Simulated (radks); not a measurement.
Q: Species: Ni9+. Configuration: [Ar] 4s1 (not the ground configuration). Method: scalar-relativistic Kohn-Sham, PBEsol, spin-unpolarised, spherical densities, finite nucleus; Fermi nuclear charge, rms radius 3.7757 fm; computed with a radial shooting solver on a logarithmic mesh with Libxc functionals. Some entries of the table are withheld. Estimate them.

orbital  occ.  eigenvalue (Ry)  <r> (bohr)
1s          2        -620.9479         (1)
2s          2        -90.57364      0.2445
2p          6        -80.51819      0.2149
3s          2        -23.97598      0.6724
3p          6        -20.92948      0.6769
3d          0        -16.21199         (2)
4s          1         -9.91493       1.460
4p          0              (3)       1.526
5s          0         -5.40687         (4)

A: 
(1) 1s <r> (bohr): 0.05414
(2) 3d <r> (bohr): 0.6524
(3) 4p eigenvalue (Ry): -8.89059
(4) 5s <r> (bohr): 2.568
